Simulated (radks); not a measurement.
Values are calculated unless marked as measured or tabulated.
Be I, configuration [He] 2s2.

Level of theory: non-relativistic Kohn-Sham, PBE, spin-polarised, spherical densities, point nucleus (a radial shooting solver on a logarithmic mesh with Libxc functionals).

Energy parts (eV):
total: -398.101
kinetic: 396.152
electron-nucleus: -915.338
Hartree: 195.072
exchange-correlation: -73.988

Orbitals (lengths in bohr, moments of r in powers of bohr; r(max) is where P^2 peaks):
[
 {"orbital": "1s", "occ.": "2", "eigenvalue (eV)": "-106.1955", "r(max)": "0.2662", "<r^2>": "0.2417"},
 {"orbital": "2s", "occ.": "2", "eigenvalue (eV)": "-5.6088", "r(max)": "2.042", "<r^2>": "8.148"}
]

The highest occupied level is 2s at -5.609 eV. Virial ratio -V/T = 2.00492.
